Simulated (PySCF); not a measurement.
**Working out the ionisation energy of Co²⁺**

Co²⁺ [Ar] 3d7 (4F) → Co³⁺ [Ar] 3d6 (5D). Computed with PySCF 2.14 in 6-31G*, with no relativity, point nucleus. Frozen: [Ar]. Energies in hartree (1 hartree = 27.21139 eV):

| part | Co²⁺ (lower) | Co³⁺ (upper) |
| --- | --- | --- |
| UHF | -1380.394499 | -1379.240085 |
| MP2 opposite-spin | -0.053690 | -0.021179 |
| MP2 same-spin | -0.040234 | -0.027684 |

Task: What does Hartree-Fock give?

Result: (-1379.240085) − (-1380.394499) = 1.154414 hartree = 31.413 eV.

Task: What do MP2 and SCS-MP2 (6/5 opposite-spin, 1/3 same-spin) give?

Result: The opposite-spin parts differ by 0.885 eV and the same-spin parts by 0.342 eV. MP2: 31.413 + (0.885) + (0.342) = 32.640 eV. SCS-MP2: 31.413 + 1.2 × (0.885) + (0.342)/3 = 32.589 eV.

Reference: 33.5 ± 0.06 eV (semi-empirical (NIST evaluation); NIST Atomic Spectra Database, ionization energies), between the lowest levels; spin-orbit coupling is absent from the calculation.

The calculation is non-relativistic.

What remains against the reference includes basis incompleteness, the frozen core and correlation beyond second order.
